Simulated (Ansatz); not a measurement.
Reaction: CH5OSi (SMILES [SiH3][CH]O, doublet) → CH5OSi (SMILES [SiH2]OC, doublet)
Each species at its own B3LYP-D3(BJ)/def2-TZVP minimum (Ansatz, an electronic-structure program), one conformer.

Wanted: isomerisation energy (electronic), in kcal/mol. UHF or UKS for unpaired electrons; spin-orbit terms are left out. CBS(X,Y): correlation extrapolated as X^-3, Hartree-Fock from the larger set. A bracket is a step between two methods taken in the basis named. The functionals are non-relativistic, so their misses hold any scalar relativity. Double hybrids freeze cores in their MP2 part. 'core' is core correlation in cc-pwCVTZ (1s frozen past Ne), 'X2C' scalar relativity in cc-pVTZ-DK, both at CCSD(T).

CCSD(T)/CBS(cc-pV(T+d)Z,cc-pV(Q+d)Z) + [CCSDT(Q) - CCSD(T)]/cc-pV(D+d)Z + core + X2C (Ansatz) gives -24.3 kcal/mol.

Q: What does PBE/def2-TZVPD (Ansatz) give here, and how do the other levels compare?

A: PBE gives -22.9 kcal/mol, 1.4 kcal/mol above it. Differences of the others: r2SCAN/def2-TZVPD (Ansatz) 0.7; B3LYP/def2-TZVPD (Ansatz) 0.5; PBE0/def2-TZVPD (Ansatz) 1.2; B2PLYP/def2-TZVPD (Ansatz) -0.6; CCSD(T)/CBS(cc-pV(T+d)Z,cc-pV(Q+d)Z) + core + X2C (Ansatz) -0.1 kcal/mol. Nearer than PBE: r2SCAN/def2-TZVPD, B3LYP/def2-TZVPD, PBE0/def2-TZVPD, B2PLYP/def2-TZVPD, CCSD(T)/CBS(cc-pV(T+d)Z,cc-pV(Q+d)Z) + core + X2C.
